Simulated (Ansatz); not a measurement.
Basis-set extrapolation for C2H7BO, SMILES `CBCO` (PBE0-D4/def2-TZVP geometry, frozen core, Ansatz). Multiplicity 1, RHF reference.

```
                      def2-TZVPP   def2-QZVPP
                 HF  -179.414180  -179.423037
    MP2 correlation    -0.693709    -0.742243
CCSD(T) correlation    -0.760458      not run
```

Energies in hartree. Use E(X) = E(∞) + A·exp(−7.88·√X) for Hartree–Fock and E(X) = E(∞) + B·X^(−2.97) for correlation, with X = 3 and 4, and add CCSD(T) minus MP2 of the smaller set to the MP2 limit.

Problem. What is the CCSD(T) energy at the basis-set limit?

Solution. HF limit: -179.423037 + (-0.008857) × 0.13774 = -179.42426. MP2 limit: -0.742243 + (-0.048534) × 0.74074 = -0.77819. Higher-order term: -0.760458 − (-0.693709) = -0.06675. Total: -180.26920 hartree, 59.3 kcal/mol below CCSD(T)/def2-TZVPP.
